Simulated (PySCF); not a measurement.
C3HBrClF. Atoms are numbered in the order given.

```xyz
7

F      1.2808    -1.7379    -0.1972
C      0.5570    -0.6586     0.1084
Br     1.6397     0.8600     0.4667
C     -0.7564    -0.6331     0.1691
C     -2.0690    -0.5670     0.2407
Cl    -3.0980    -0.1491    -1.1077
H     -2.6397    -0.7732     1.1626
```

The structure is a stationary point at PBE-D3(BJ)/def2-SVP. The structure was generated by enumeration, and PubChem lists no compound with its InChIKey, so it may never have been made.

Calculation: ωB97X/def2-TZVP in PySCF.

The molecule is in vacuum.

| Item | Value |
|---|---|
| total energy | -3249.10204 hartree |
| highest occupied level | -10.05 eV |
| lowest empty level | 0.46 eV |
| orbital gap | 10.51 eV |
| dipole moment | 1.29 D |
| quadrupole, principal values (traceless, Buckingham form, about the centre of nuclear charge) | -4.52, -1.57, 6.09 D·Å |
| mean static polarisability | 73.2 bohr³ (10.85 Å³) |
| polarisability, principal values | 48.6, 53.7, 117.4 bohr³ |
